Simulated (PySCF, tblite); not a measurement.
Species: C4H7N3OSi.
SMILES with atom numbers: `[CH3:1][C:2](=[O:3])[c:4]1[n:5][nH:6][n:7][c:8]1[SiH3:9]` (hydrogens: H10, H11, H12 on C1; H13 on N6; H14, H15, H16 on Si9)

Cartesian coordinates in Å at the GFN2-xTB level; atoms count from 1:
```xyz
16
C4H7N3OSi angstrom
C      2.4404    0.0687    0.8397
C      1.1519   -0.4656    0.2883
O      0.9744   -1.6272   -0.0225
C      0.0641    0.4870    0.1258
N      0.0637    1.7888    0.4062
N     -1.1428    2.1751    0.0822
N     -1.9390    1.2343   -0.3897
C     -1.2102    0.1311   -0.3813
Si    -1.6911   -1.6019   -0.9181
H      2.8060    0.8614    0.1903
H      3.1778   -0.7256    0.9160
H      2.2560    0.5068    1.8185
H     -1.4445    3.1339    0.1859
H     -0.8303   -1.9812   -2.0329
H     -1.5998   -2.4750    0.2466
H     -3.0842   -1.5018   -1.3664
```

Level of theory: PBE0/def2-SVPD in PySCF (dipole) on a GFN2-xTB geometry, gas phase.

Masses are those of the commonest isotopes; rigid-rotor values at the optimised geometry. The values belong to one conformer with, in the numbering `[CH3:1][C:2](=[O:3])[c:4]1[n:5][nH:6][n:7][c:8]1[SiH3:9]`, C1–C2–C4–N5 0°.

Question: Give the principal moments of inertia and the rotational constants in cm⁻¹.

Answer: Ia = 291.66, Ib = 333.48, Ic = 615.96 u·Å²; 505379 MHz·u·Å²/I gives 1733, 1515 and 820.5 MHz, that is A = 0.05780, B = 0.05055, C = 0.02737 cm⁻¹.

Question: Classify the top.

Answer: An asymmetric top: κ = (2 × 1515 − 1733 − 820.5)/(1733 − 820.5) = 0.52.

Question: Is it planar, by Δ = Ic − Ia − Ib?

Answer: Not planar: Δ = Ic − Ia − Ib = -9.18 u·Å². For a rigid frame Δ = −2 Σ m c², so Σ m c² = 4.59 u·Å² lies off the ab plane, practically all of it from hydrogen. The atom farthest from that plane is 1.23 Å away.

Question: List the rotational levels J(Ka,Kc) to J = 5 (MHz).

Answer: Above 0(0,0):
J = 1: 1(0,1) 2336, 1(1,1) 2553, 1(1,0) 3248
J = 2: 2(0,2) 6487, 2(1,2) 6530, 2(1,1) 8615, 2(2,1) 9267, 2(2,0) 9788
J = 3: 3(0,3) 12226, 3(1,3) 12232, 3(1,2) 16068, 3(2,2) 16275, 3(2,1) 18064, 3(3,1) 19362, 3(3,0) 19696
J = 4: 4(0,4) 19589, 4(1,4) 19590, 4(1,3) 25114, 4(2,3) 25152, 4(2,2) 28737, 4(3,2) 29302, 4(3,1) 30728, 4(4,1) 32862, 4(4,0) 33048
J = 5: 5(0,5) 28591, 5(1,5) 28591, 5(1,4) 35729, 5(2,4) 35735, 5(2,3) 41147, 5(3,3) 41292, 5(3,2) 44486, 5(4,2) 45639, 5(4,1) 46675, 5(5,1) 49789, 5(5,0) 49881
The levels of one J sum to (2J + 1)J(J + 1)(A + B + C)/3.

Question: Which types of transition are allowed, and where do some lines up to J = 2 fall?

Answer: The dipole components are |μa| = 1.24 D, |μb| = 2.93 D, |μc| = 0.00 D; the mirror of this Cs structure is the ab plane, so μc vanishes by symmetry and there are no c-type lines. The squared components, which scale the intensities, stand as 0.18 : 1.00 (a : b). Some lines, for components of 0.1 D or more:

```tsv
type	branch	J(Ka,Kc)	MHz	lower level (cm⁻¹)
a	Q	1(1,0) ← 1(1,1)	695	0.085
b	Q	2(2,0) ← 2(1,1)	1173	0.287
a	Q	2(1,1) ← 2(1,2)	2085	0.218
b	Q	2(1,1) ← 2(0,2)	2128	0.216
a	R	1(0,1) ← 0(0,0)	2336	0.000
b	Q	2(2,1) ← 2(1,2)	2737	0.218
a	R	2(1,2) ← 1(1,1)	3977	0.085
a	R	2(0,2) ← 1(0,1)	4151	0.078
a	R	2(1,1) ← 1(1,0)	5367	0.108
b	R	2(2,1) ← 1(1,0)	6019	0.108
```

Its GFN2-xTB frequencies are all real (lowest 57 cm⁻¹). Constants of a rigid frame at the computed geometry: no zero-point averaging, no centrifugal distortion. A rigid rotor knows nothing of internal rotation, which can split or shift real lines. Quadrupole hyperfine structure (14N) is left out.

Hardware: one thread, Arm Neoverse V1 (shared host). Cost: 50 s of wall time. This is the PBE0/def2-SVPD job that gave the dipole, with the excitations it also computed.
